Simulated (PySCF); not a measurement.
C7H7F.
Numbering: `[CH:1]#[C:2][C@@H:3]1[CH2:4][C@:5]12[CH2:6][C@@H:7]2[F:8]` (hydrogens: H9 on C1; H10 on C3; H11, H12 on C4; H13, H14 on C6; H15 on C7)

The closed-shell ground state was solved at several levels (PySCF, density fitting, gas phase, non-relativistic). Geometry: PBE0-D3(BJ)/def2-SVP; no solvent, vibrations or thermal averaging.

```csv
level,basis functions,total energy (Eh),HOMO (eV),LUMO (eV),gap (eV),dipole (D)
B3LYP/pcJ-1,286,-370.6635,-7.07,0.50,7.57,1.85
CAM-B3LYP/def2-SVPD,219,-370.2174,-8.68,1.27,9.95,1.97
```

Estimate the row for PBE0/pcSseg-1, a basis of 171 functions; the other rows only guide the guess.

Total energy -370.1894 Eh, HOMO -7.31 eV, LUMO 0.72 eV, gap 8.03 eV, dipole 1.86 D.

Over all these levels, which gives the widest orbital gap and which the narrowest?

CAM-B3LYP/def2-SVPD (range-separated hybrid) has the widest, 9.95 eV, and B3LYP/pcJ-1 (global hybrid, 20 % exact exchange) the narrowest, 7.57 eV. Functional and basis both differ between the two, so the spread mixes both effects.

How far do the dipole and the HOMO energy spread over the levels?

The dipole runs from 1.85 to 1.97 D (mean 1.89 D) and the HOMO from -8.68 to -7.07 eV.
